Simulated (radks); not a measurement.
Pb V, 78 electrons, occupied as [Xe] 4f14 5d10.

All-electron calculation, non-relativistic Kohn-Sham, TPSS, spin-polarised, spherical densities, point nucleus; meta-GGA in the generalised Kohn-Sham scheme; relativity is left out, which matters for an element this heavy. Program: a radial shooting solver on a logarithmic mesh with Libxc functionals.

Energy parts (eV):
total: -531281.80
kinetic: 531160.69
electron-nucleus: -1261230.92
Hartree: 208624.67
exchange-correlation: -9836.25

Orbitals (lengths in bohr, moments of r in powers of bohr; r(90%) holds 90 % of the orbital's charge):
| orbital | occ. | eigenvalue (eV) | <r^4> | <r> | r(90%) |
|---|---|---|---|---|---|
| 1s | 2 | -79082.13 | 5.214e-07 | 0.01845 | 0.0328 |
| 2s | 2 | -13354.64 | 0.00008337 | 0.07760 | 0.119 |
| 2p | 6 | -12857.63 | 0.00005211 | 0.06555 | 0.106 |
| 3s | 2 | -3214.545 | 0.002794 | 0.1951 | 0.284 |
| 3p | 6 | -2978.616 | 0.002461 | 0.1857 | 0.276 |
| 3d | 10 | -2539.869 | 0.001622 | 0.1619 | 0.250 |
| 4s | 2 | -743.6220 | 0.05995 | 0.4264 | 0.609 |
| 4p | 6 | -639.8811 | 0.06396 | 0.4292 | 0.620 |
| 4d | 10 | -448.9343 | 0.07338 | 0.4336 | 0.644 |
| 4f | 14 | -190.8849 | 0.1064 | 0.4441 | 0.702 |
| 5s | 2 | -154.1476 | 1.461 | 0.9499 | 1.35 |
| 5p | 6 | -119.4489 | 1.997 | 1.017 | 1.46 |
| 5d | 10 | -63.0348 | 5.065 | 1.244 | 1.85 |

The highest occupied level is 5d at -63.035 eV. For comparison, the ionisation energy in NIST's Atomic Spectra Database is 68.8 eV (semi-empirical). In exact Kohn-Sham theory the highest level is minus the ionisation energy, but local and semilocal functionals leave it too shallow, through self-interaction and a potential that decays too fast; potentials with the right tail come closer. Virial ratio -V/T = 2.00023. The electron density at the nucleus is 3.963e+05 e/bohr^3. Summed over all electrons, <r^2> = 34.54 bohr^2, which gives a Langevin (diamagnetic) susceptibility term of -27.4 x 10^-6 cm^3/mol. The density falls to 0.001 e/bohr^3 at r = 2.97 bohr.
